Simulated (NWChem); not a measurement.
Species: CH2F2O2Si; SMILES O=CO[SiH](F)F

```xyz
8

O     -0.9267     1.8502     0.0000
C      0.2643     1.8290     0.0000
O      1.0096     0.7066     0.0000
Si     0.3949    -0.8510     0.0000
F     -0.5088    -1.0860    -1.2992
F     -0.5088    -1.0860     1.2992
H      0.9202     2.7233     0.0000
H      1.5462    -1.7584     0.0000
```
Atoms are numbered in this order, from 1.

All runs: NWChem. All runs use the structure optimised with PBE0/def2-SVP. Level: PBE0/def2-SVP with SMD (1 M gas to 1 M solution), gas-phase geometry. Reactions with the solvent are ignored.

**Question.** Predict the results for solvent toluene. Quantities: solvation free energy (kcal/mol); cavity-dispersion-structure term (kcal/mol); dipole in solution (D).

**Answer.** 
| Item | Value |
|---|---|
| solvation free energy (kcal/mol) | -2.5 |
| cavity-dispersion-structure term (kcal/mol) | 0.1 |
| dipole in solution (D) | 3.17 |
